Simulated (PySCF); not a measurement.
## V: ionisation energy

V [Ar] 3d3 4s2 (4F) → V⁺ [Ar] 3d4 (5D), as a difference of total energies. Computed with PySCF 2.14 in x2c-TZVPall (6s5p4d1f, 48 functions), with scalar relativity by spin-free X2C-1e. Correlated levels: valence: [Ar] frozen. The calculations carry no spin-orbit coupling.

```csv
method,ionisation energy (eV)
UHF,6.140
r2SCAN,6.416
LDA,6.490
MP2 (valence),6.490
SCS-MP2 (valence),6.937
```

Problem. How much does correlation contribute at MP2 (valence)?

Solution. 6.490 − (6.140) = 0.350 eV, measured against UHF.

Errors of the correlated levels include the incompleteness of this basis and the frozen core.

For comparison: 6.732 eV (measured; NIST levels, between the centres of gravity of the two terms).
